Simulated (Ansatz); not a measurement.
`C=NC(=O)OBCl` and `CC(=O)OBCl` differ in one atom or group.

Ansatz, PBE0-D4/def2-TZVP geometries, multiplicity 1. Each molecule was computed in one conformer, which needn't be the lowest.

```tsv
property	`C=NC(=O)OBCl`
LUMO energy (PBE/def2-TZVPP) / eV	-2.82
ideal-gas entropy at 298 K and 1 bar (rigid rotor, harmonic PBE0-D4/def2-TZVP) / J/(mol·K)	374
HOMO energy (B3LYP/def2-TZVPP) / eV	-8.07
HOMO energy (ωB97M-V/def2-TZVPP) / eV	-10.65
size of the dipole moment (ωB97M-V/def2-TZVPP) / D	3.25
HOMO energy (PBE/def2-TZVPP) / eV	-6.77
```

Give the same properties after the change, and the shifts. (Estimate.)

Computed: 
```tsv
property	`CC(=O)OBCl`	shift
LUMO energy (PBE/def2-TZVPP) / eV	-2.31	0.51
ideal-gas entropy at 298 K and 1 bar (rigid rotor, harmonic PBE0-D4/def2-TZVP) / J/(mol·K)	354	-20
HOMO energy (B3LYP/def2-TZVPP) / eV	-8.28	-0.21
HOMO energy (ωB97M-V/def2-TZVPP) / eV	-10.94	-0.29
size of the dipole moment (ωB97M-V/def2-TZVPP) / D	2.40	-0.85
HOMO energy (PBE/def2-TZVPP) / eV	-6.88	-0.11
```

With PBE0 the HOMO falls by 0.24 eV and the LUMO rises by 0.43 eV, so the gap widens by about 0.67 eV. PBE moves the HOMO by -0.11 eV and ωB97M-V by -0.29 eV. Dipoles are sizes alone; their direction can turn. Modes under 60 cm⁻¹, often nearly free rotors, make the harmonic entropy too high.

B3LYP here is the variant with VWN-RPA as its local correlation; programs differ in this.
